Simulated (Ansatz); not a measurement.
Hf3O4⁺. Charge 1, multiplicity 2. Geometry r2SCAN-D4/def2-SVP; atoms count from 1.

```xyz
7

Hf   -0.8745   -0.9227   -1.0680
Hf    0.4303    0.2360    1.2350
Hf    0.0467    1.6651   -1.3897
O    -1.1749    0.8943    0.0858
O    -0.5607   -1.6079    1.0023
O     1.4185    1.3478   -0.0606
O     0.7146   -1.6126    0.1952
```

In the def2 sets Hf takes a core potential; there is no spin–orbit coupling. The structure holds one bond between oxygen atoms, so isomers without such links may lie far lower. The charge 1 doublet is spin-contaminated (final ⟨S²⟩ up to 1.79, 0.75 for a pure state). Another isomer (doublet) lies 7.44 eV lower at PBE0-D4/def2-TZVP; other spin states weren't run for this one.

(1) Estimate the Mulliken populations from the PBE0/def2-TZVP orbitals of Ansatz.

(2) Where does the spin sit?

(3) And the Mayer bond orders between heavy atoms (over 0.3)?

## Answers

(1) 
```csv
atom,charge (e),spin (α − β),d electrons
Hf1,0.85,0.30,2.05
Hf2,1.11,1.04,1.75
Hf3,0.85,-0.38,2.01
O4,-0.61,0.03,–
O5,-0.32,-0.02,–
O6,-0.56,0.01,–
O7,-0.31,0.02,–
```
Mulliken values depend strongly on the basis.

(2) Summed by element: Hf 0.96, O 0.04, of 1 unpaired in all. Largest on single atoms: Hf2 1.04, Hf3 -0.38, Hf1 0.30.

(3) Hf1–Hf2 0.36 (2.89 Å); Hf1–Hf3 1.74 (2.77 Å); Hf1–O4 0.57 (2.17 Å); Hf1–O5 0.48 (2.20 Å); Hf1–O7 0.59 (2.14 Å); Hf2–O4 0.72 (2.08 Å); Hf2–O5 0.60 (2.11 Å); Hf2–O6 1.02 (1.97 Å); Hf2–O7 0.56 (2.14 Å); Hf3–O4 0.76 (2.06 Å); Hf3–O6 1.18 (1.94 Å); O5–O7 0.82 (1.51 Å).
